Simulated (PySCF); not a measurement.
Ga(Me)3 (C3H9Ga), SMILES [CH3][Ga]([CH3])[CH3].

Geometry: ωB97X-D3(BJ)/def2-SVP. The isomer is the one that the SMILES or the coordinates give; other isomers of the formula were not compared.

These are PySCF 2.14.0 with TDDFT-PBE/def2-SVPD values and carry that method's errors.

Vertical excitations. The molecule is in vacuum.

Computed excitation energies, oscillator strengths and character:
```json
[
 {"state": "S1", "energy (eV)": "5.01", "λ (nm)": "248", "f": "0.000", "main pairs": "HOMO→LUMO 100 %"},
 {"state": "S2", "energy (eV)": "5.01", "λ (nm)": "248", "f": "0.000", "main pairs": "HOMO−1→LUMO 100 %"},
 {"state": "S3", "energy (eV)": "5.77", "λ (nm)": "215", "f": "0.066", "main pairs": "HOMO→LUMO+1 99 %"},
 {"state": "S4", "energy (eV)": "5.77", "λ (nm)": "215", "f": "0.066", "main pairs": "HOMO−1→LUMO+1 99 %"},
 {"state": "S5", "energy (eV)": "6.98", "λ (nm)": "178", "f": "0.000", "main pairs": "HOMO→LUMO+2 47 %, HOMO−1→LUMO+3 45 %"},
 {"state": "S6", "energy (eV)": "7.01", "λ (nm)": "177", "f": "0.042", "main pairs": "HOMO−1→LUMO+3 30 %, HOMO→LUMO+2 29 %, HOMO−1→LUMO+2 20 %, HOMO→LUMO+3 20 %"},
 {"state": "S7", "energy (eV)": "7.01", "λ (nm)": "177", "f": "0.041", "main pairs": "HOMO→LUMO+3 30 %, HOMO−1→LUMO+2 29 %, HOMO−1→LUMO+3 21 %, HOMO→LUMO+2 20 %"},
 {"state": "S8", "energy (eV)": "7.08", "λ (nm)": "175", "f": "0.000", "main pairs": "HOMO−1→LUMO+2 46 %, HOMO→LUMO+3 46 %"},
 {"state": "S9", "energy (eV)": "7.73", "λ (nm)": "160", "f": "0.001", "main pairs": "HOMO→LUMO+4 85 %"},
 {"state": "S10", "energy (eV)": "7.73", "λ (nm)": "160", "f": "0.001", "main pairs": "HOMO−1→LUMO+4 86 %"},
 {"state": "T1", "energy (eV)": "4.72", "λ (nm)": "263", "f": "0", "main pairs": "HOMO→LUMO 100 %"},
 {"state": "T2", "energy (eV)": "4.72", "λ (nm)": "263", "f": "0", "main pairs": "HOMO−1→LUMO 100 %"},
 {"state": "T3", "energy (eV)": "5.54", "λ (nm)": "224", "f": "0", "main pairs": "HOMO→LUMO+1 99 %"},
 {"state": "T4", "energy (eV)": "5.54", "λ (nm)": "224", "f": "0", "main pairs": "HOMO−1→LUMO+1 99 %"}
]
```
Triplets are in the Tamm–Dancoff approximation, which puts them higher than full response would, so one can lie above its singlet here.
